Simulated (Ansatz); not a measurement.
CH6BNOSSi, SMILES `N[Si]1(S)CBO1`. The species carries charge 0 and has multiplicity 1.

Cartesian coordinates in Å:
```
N 1.327 -1.543 -0.031
Si 0.487 -0.102 0.242
S 1.252 0.630 2.083
C -1.325 0.171 -0.095
B -0.675 1.023 -1.274
O 0.682 0.889 -1.126
H 1.607 -2.166 0.705
H 1.485 -1.914 -0.953
H 0.135 1.308 2.391
H -1.921 0.732 0.626
H -1.902 -0.700 -0.412
H -1.153 1.674 -2.156
```

What are the harmonic wavenumbers in cm⁻¹ at PBE0-D4/def2-TZVP (Ansatz, finite differences of forces, unscaled)? (Estimate.)

Ansatz gave: 112, 165, 194, 222, 244, 259, 271, 341, 445, 564, 612, 684, 735, 773, 791, 833, 868, 951, 1004, 1011, 1089, 1275, 1381, 1569, 2631, 2720, 3095, 3146, 3630, 3734.

Is this a minimum?

Yes, all 30 modes are real.

Give the ideal-gas thermochemistry at 298.15 K and 1 bar (rigid rotor, harmonic oscillator; point group C1, symmetry number 1).

Zero-point energy 211.4 kJ/mol; H(298) − E = 235.8 kJ/mol; entropy 366.9 J/(mol·K), of which translation 168.5, rotation 116.1, vibration 82.2; G(298) − E = 126.4 kJ/mol.

And at 400, 500, 600, 800 and 1000 K?


| T (K) | H − E (kJ/mol) | S (J/mol/K) | G − E (kJ/mol) |
| --- | --- | --- | --- |
| 400 | 250.7 | 409.5 | 86.9 |
| 500 | 267.4 | 446.8 | 44.0 |
| 600 | 285.8 | 480.2 | -2.4 |
| 800 | 326.0 | 538.0 | -104.4 |
| 1000 | 369.7 | 586.7 | -217.0 |
